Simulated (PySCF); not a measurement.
The same groups moved round the core (propene cyano+boryl). Gas-phase values, no solvent. One relaxed conformer stands for each flexible species; it need not be the lowest. Strings in code marks are SMILES. All members: neutral, multiplicity 1. Level: PBE-D3(BJ)/def2-TZVP // CAM-B3LYP-D3(BJ)/def2-TZVP (PySCF). Delta-SCF ions had no search for a lower state.  The removal energy is E(N − 1 electrons) − E(N electrons) at the parent's geometry; ε(HOMO) is measured against the vacuum level.

| species | −ε(HOMO) (eV) | vertical ionisation energy (Delta-SCF) (eV) |
|---|---|---|
| `BC/C=C\C#N` (H–B–C–C torsion 165°, B–C–C–C torsion -122°) | 6.77 | 9.70 |
| `BCC(=C)C#N` (H–B–C–C torsion -13°, B–C–C–C torsion -119°) | 6.89 | 9.83 |
| `B/C(C)=C\C#N` (H–B–C–C torsion 0°) | 7.28 | 10.20 |
| `B/C=C(/C)C#N` (H–B–C–C torsion 0°) | 7.46 | withheld |
| `B/C=C(\C)C#N` (H–B–C–C torsion 0°) | 7.51 | 10.43 |
| `BC(=C)CC#N` (H–B–C–C torsion -176°, C–C–C–C torsion -119°) | 7.69 | 10.57 |
| `B/C=C/CC#N` (H–B–C–C torsion -1°, C–C–C–C torsion -130°) | 7.73 | 10.58 |

Question: Fit vertical ionisation energy (Delta-SCF) = a + b·x to the 6 complete rows by least squares, with x = −ε(HOMO) in eV. Give a, b and the rms residual, and predict the withheld value.

Answer: Means of the 6 rows: x̄ = 7.3117, ȳ = 10.218 eV. Σ(x − x̄)² = 0.82968 and Σ(x − x̄)(y − ȳ) = 0.77142, so b = 0.930 and a = ȳ − b·x̄ = 3.418 eV. The rms residual is 0.018 eV. At x = 7.46 the line gives 10.36 eV. The run for `B/C=C(/C)C#N` (H–B–C–C torsion 0°) gave 10.41 eV, so the line is off by 0.05 eV, more than twice the rms residual.

Codes: PySCF.
